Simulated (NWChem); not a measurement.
Everything below was run with NWChem. System: trisilane (H₈Si₃), charge 0, spin multiplicity 1, at a geometry optimised with B3LYP/def2-SVP. Level: G0W0@PBE0/def2-TZVP, RI basis def2-tzvp-rifit.

Output (cleaned and shortened):

```
             Northwest Computational Chemistry Package (NWChem) 7.3.0
             --------------------------------------------------------

                                NWChem Input Module
                                -------------------

 Scaling coordinates for geometry "geometry" by  1.889725989
 (inverse scale =  0.529177249)

 Turning off AUTOSYM since
 SYMMETRY directive was detected!

                             Geometry "geometry" -> ""
                             -------------------------

 Output coordinates in angstroms (scale by  1.889725989 to convert to a.u.)

  No.       Tag          Charge          X              Y              Z
 ---- ---------------- ---------- -------------- -------------- --------------
    1 Si                  14.0000    -1.95134300    -0.08836400     0.42301100
    2 Si                  14.0000     0.00000000     0.00000000    -0.89949300
    3 Si                  14.0000     1.95134300     0.08836400     0.42301100
    4 H                    1.0000    -3.17207500    -0.13707400    -0.43518200
    5 H                    1.0000    -1.92661600    -1.30387600     1.28991900
    6 H                    1.0000    -2.03018800     1.11785400     1.29962200
    7 H                    1.0000    -0.05451400     1.20778800    -1.78006600
    8 H                    1.0000     0.05451400    -1.20778800    -1.78006600
    9 H                    1.0000     2.03018800    -1.11785400     1.29962200
   10 H                    1.0000     1.92661600     1.30387600     1.28991900
   11 H                    1.0000     3.17207500     0.13707400    -0.43518200

 Effective nuclear repulsion energy (a.u.)     191.3855843288

            Nuclear Dipole moment (a.u.)
            ----------------------------
        X                 Y               Z
 ---------------- ---------------- ----------------
    -0.0000000000    -0.0000000000    -0.0000151178

      Symmetry information
      --------------------

 Group name             C2
 Group number              4
 Group order               2
 No. of unique centers     6

      Symmetry unique atoms

     1    2    4    5    6    7


 Summary of "ao basis" -> "" (spherical)
 ------------------------------------------------------------------------------
       Tag                 Description            Shells   Functions and Types
 ---------------- ------------------------------  ------  ---------------------
 *                         def2-tzvp                  on all atoms

 new library libraries.bse/

 Summary of "ri basis" -> "" (spherical)
 ------------------------------------------------------------------------------
       Tag                 Description            Shells   Functions and Types
 ---------------- ------------------------------  ------  ---------------------
 *                      def2-tzvp-rifit               on all atoms

                                 NWChem DFT Module
                                 -----------------

 Summary of "ao basis" -> "ao basis" (spherical)
 ------------------------------------------------------------------------------
       Tag                 Description            Shells   Functions and Types
 ---------------- ------------------------------  ------  ---------------------
 Si                        def2-tzvp                13       37   5s5p2d1f
 H                         def2-tzvp                 4        6   3s1p

 Summary of "ao basis" -> "ao basis" (spherical)
 ------------------------------------------------------------------------------
       Tag                 Description            Shells   Functions and Types
 ---------------- ------------------------------  ------  ---------------------
 Si                        def2-tzvp                13       37   5s5p2d1f
 H                         def2-tzvp                 4        6   3s1p

      Symmetry analysis of basis
      --------------------------

        a          80
        b          79

            General Information
            -------------------
          SCF calculation type: DFT
          Wavefunction type:  closed shell.
          No. of atoms     :    11
          No. of electrons :    50
           Alpha electrons :    25
            Beta electrons :    25
[...]
              MO Center= -2.5D-13, -3.4D-14, -2.7D-01, r^2= 5.8D+00
   Bfn.  Coefficient  Atom+Function         Bfn.  Coefficient  Atom+Function
  ----- ------------  ---------------      ----- ------------  ---------------
    53      0.215944   2 Si py              131      0.169054   7 H  s
   137     -0.169054   8 H  s                16     -0.144959   1 Si py
    90     -0.144959   3 Si py              119      0.117981   5 H  s
   149     -0.117981  10 H  s               125     -0.117205   6 H  s
   143      0.117205   9 H  s               132      0.110445   7 H  s

 Vector   24  Occ=2.000000D+00  E=-3.187220D-01  Symmetry=a
              MO Center=  3.8D-14, -3.8D-16, -3.0D-01, r^2= 4.4D+00
   Bfn.  Coefficient  Atom+Function         Bfn.  Coefficient  Atom+Function
  ----- ------------  ---------------      ----- ------------  ---------------
    54      0.301047   2 Si pz               17     -0.151181   1 Si pz
    91     -0.151181   3 Si pz              131     -0.133572   7 H  s
   137     -0.133572   8 H  s                15      0.122809   1 Si px
    89     -0.122809   3 Si px               45     -0.115294   2 Si pz
   132     -0.110816   7 H  s               138     -0.110816   8 H  s

 Vector   25  Occ=2.000000D+00  E=-2.947932D-01  Symmetry=b
              MO Center= -9.3D-14, -5.8D-15, -2.0D-01, r^2= 4.6D+00
   Bfn.  Coefficient  Atom+Function         Bfn.  Coefficient  Atom+Function
  ----- ------------  ---------------      ----- ------------  ---------------
    52      0.328525   2 Si px               15     -0.218978   1 Si px
    89     -0.218978   3 Si px               55      0.126425   2 Si px
    17      0.125145   1 Si pz               91     -0.125145   3 Si pz
    43     -0.120263   2 Si px               49      0.108093   2 Si px
    18     -0.098321   1 Si px               92     -0.098321   3 Si px

 Vector   26  Occ=0.000000D+00  E=-9.853187D-03  Symmetry=a
              MO Center=  1.9D-13,  1.7D-14,  3.1D-03, r^2= 6.6D+00
   Bfn.  Coefficient  Atom+Function         Bfn.  Coefficient  Atom+Function
  ----- ------------  ---------------      ----- ------------  ---------------
   114     -0.571316   4 H  s               156     -0.571316  11 H  s
    20     -0.554834   1 Si pz               94     -0.554834   3 Si pz
    42     -0.551192   2 Si s                 5      0.520395   1 Si s
    79      0.520395   3 Si s                57     -0.387654   2 Si pz
    54     -0.198224   2 Si pz               17     -0.182804   1 Si pz

 Vector   27  Occ=0.000000D+00  E= 2.802713D-03  Symmetry=b
              MO Center=  9.4D-13,  6.5D-14, -2.8D-01, r^2= 4.9D+00
   Bfn.  Coefficient  Atom+Function         Bfn.  Coefficient  Atom+Function
  ----- ------------  ---------------      ----- ------------  ---------------
    56      0.804299   2 Si py              132     -0.692212   7 H  s
   138      0.692212   8 H  s               120      0.307674   5 H  s
   150     -0.307674  10 H  s               126     -0.304846   6 H  s
   144      0.304846   9 H  s                19      0.241357   1 Si py
    93      0.241357   3 Si py               53      0.204716   2 Si py

 Vector   28  Occ=0.000000D+00  E= 1.102124D-02  Symmetry=b
              MO Center= -6.4D-14, -3.6D-15, -3.3D-01, r^2= 7.9D+00
   Bfn.  Coefficient  Atom+Function         Bfn.  Coefficient  Atom+Function
  ----- ------------  ---------------      ----- ------------  ---------------
    55      1.440812   2 Si px                5      1.387293   1 Si s
    79     -1.387293   3 Si s                18      0.676311   1 Si px
    92      0.676311   3 Si px              126     -0.335053   6 H  s
   144      0.335053   9 H  s                52      0.331401   2 Si px
   120     -0.329646   5 H  s               150      0.329646  10 H  s

 center of mass
 --------------
 x =   0.00000000 y =   0.00000000 z =  -0.01523210

 moments of inertia (a.u.)
 ------------------
         198.299871768920         -38.855945050143           0.000000000000
         -38.855945050143        1054.549231658299          -0.000000000000
           0.000000000000          -0.000000000000         923.104308693957

     Multipole analysis of the density
     ---------------------------------

     L   x y z        total         alpha         beta         nuclear
     -   - - -        -----         -----         ----         -------
     0   0 0 0     -0.000000    -25.000000    -25.000000     50.000000

     1   1 0 0     -0.000000     -0.000000     -0.000000     -0.000000
     1   0 1 0     -0.000000     -0.000000     -0.000000     -0.000000
     1   0 0 1     -0.023301     -0.011643     -0.011643     -0.000015

     2   2 0 0    -34.768426   -271.668622   -271.668622    508.568818
     2   1 1 0     -0.033641    -10.821364    -10.821364     21.609088
     2   1 0 1     -0.000000     -0.000000     -0.000000      0.000000
     2   0 2 0    -34.030463    -33.215529    -33.215529     32.400596
     2   0 1 1      0.000000      0.000000      0.000000      0.000000
     2   0 0 2    -34.527384    -70.399974    -70.399974    106.272564

 Task  times  cpu:       14.1s     wall:       14.1s

                                NWChem Input Module
                                -------------------

                                 NWChem GW Module
                                 ----------------

                             ***********************
                             ***        GW       ***
                             ***********************

 Summary of "ri basis" -> "ri basis" (spherical)
 ------------------------------------------------------------------------------
       Tag                 Description            Shells   Functions and Types
 ---------------- ------------------------------  ------  ---------------------
 Si                     def2-tzvp-rifit             29      113   9s7p6d5f2g
 H                      def2-tzvp-rifit              7       15   4s2p1d

                 Memory Information
                 ------------------
          Available GA per process is          1699.8 MBs
          Available stack per process is        700.0 MBs
          Available heap per process is           0.1 MBs

          Peak memory in Initialization
              Peak GA per process is                 16.8 MBs
              Peak stack per process is               0.3 MBs
              Peak heap per process is               17.5 MBs
              Memory not in MA per process            0.0 MBs

          Peak memory in CDGW Calculation
              Peak GA per process is                 20.2 MBs
              Peak stack per process is               3.2 MBs
              Peak heap per process is                3.5 MBs
              Memory not in MA per process            0.0 MBs

          Computing 2-center integrals
          Computing Inverse Cholesky factor
          Computing 3-center integrals
          Computing Vxc

          Computing Sigma_x
          Computing W(iw) on the imaginary grid
          Solving quasiparticle equations

                  Alpha Orbitals
          State     Energy (eV)     Error (eV)
          -----------------------------------
@GW        22        -12.014           0.005
@GW        23        -11.599           0.005
@GW        24        -10.526           0.005
@GW        25         -9.707           0.004
@GW        26          1.530           0.004
@GW        27          1.919           0.004

     GW Timing Statistics
   ------------------------
   Init.   :          0.1s
     ERIs  :          1.7s
     Distr.:          0.0s
     Vxc   :          1.9s
   Vmo     :          0.0s
   iW      :          4.0s
   I_n     :          0.0s
   R_n     :          0.7s
   GW total:          8.4s

 Task  times  cpu:        8.4s     wall:        8.4s

 Total times  cpu:       22.5s     wall:       22.5s
```

Problem. Write an NWChem input that would produce this output.

Solution. One answer among several that fit: 
```
start mol
memory heap 200 mb stack 700 mb global 1700 mb
geometry units angstroms nocenter noautoz
  Si    -1.951343    -0.088364     0.423011
  Si     0.000000     0.000000    -0.899493
  Si     1.951343     0.088364     0.423011
  H     -3.172075    -0.137074    -0.435182
  H     -1.926616    -1.303876     1.289919
  H     -2.030188     1.117854     1.299622
  H     -0.054514     1.207788    -1.780066
  H      0.054514    -1.207788    -1.780066
  H      2.030188    -1.117854     1.299622
  H      1.926616     1.303876     1.289919
  H      3.172075     0.137074    -0.435182
  symmetry group C2
end
basis spherical
  * library def2-tzvp
end
basis "ri basis" bse spherical
  * library def2-tzvp-rifit
end
dft
  xc pbe0
  iterations 100
  direct
  tolerances tight
end
task dft energy
gw
  method cdgw
  states alpha occ 4 vir 2
end
task dft gw
```
